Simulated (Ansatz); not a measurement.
Zn₂Cu, relaxed as a doublet with UKS PBE-D4/def2-TZVP in Ansatz, starting from the GFN1-xTB geometry. Force threshold 0.02 eV/Å.

Another isomer (doublet) lies 0.28 eV lower at PBE0-D4/def2-TZVP; other spin states weren't run for this one.

Start:

Cartesian coordinates in Å:
```
Cu 0.192 0.811 1.624
Zn -0.757 0.135 -1.736
Zn 0.565 -0.946 0.112
```

```json
{"step": "1", "energy (eV)": "-141459.4489", "largest force component (eV/Å)": "0.525", "SCF passes": "43"}
{"step": "2", "energy (eV)": "-141459.4962", "largest force component (eV/Å)": "0.341", "SCF passes": "24"}
{"step": "3", "energy (eV)": "-141459.5293", "largest force component (eV/Å)": "0.039", "SCF passes": "24"}
{"step": "4", "energy (eV)": "-141459.5301", "largest force component (eV/Å)": "0.026", "SCF passes": "23"}
{"step": "5", "energy (eV)": "-141459.5348", "largest force component (eV/Å)": "0.027", "SCF passes": "24"}
{"step": "6", "energy (eV)": "-141459.5487", "largest force component (eV/Å)": "0.125", "SCF passes": "29"}
{"step": "7", "energy (eV)": "-141459.5623", "largest force component (eV/Å)": "0.213", "SCF passes": "25"}
{"step": "8", "energy (eV)": "-141459.5687", "largest force component (eV/Å)": "0.386", "SCF passes": "29"}
{"step": "9", "energy (eV)": "-141459.6056", "largest force component (eV/Å)": "0.064", "SCF passes": "30"}
{"step": "10", "energy (eV)": "-141459.6156", "largest force component (eV/Å)": "0.015", "SCF passes": "29"}
{"step": "11", "energy (eV)": "-141459.6161", "largest force component (eV/Å)": "0.050", "SCF passes": "29"}
{"step": "12", "energy (eV)": "-141459.6172", "largest force component (eV/Å)": "0.017", "SCF passes": "25"}
```

Force components are those of the run's own axes.

End:

Cartesian coordinates in Å:
```
Cu 0.697 0.420 2.357
Zn -0.733 -0.434 -2.470
Zn 0.036 0.015 0.113
```

By distances, no bond broke or formed. The bond that changes most is Zn2–Zn3, from 2.52 to 2.73 Å (atoms count from 1).

The force fell under the threshold at step 10, but the optimiser went on. No frequencies were taken in this run, so the end may be a saddle point.

It took 24 s on 4 threads of Arm Neoverse V1 on a shared host.
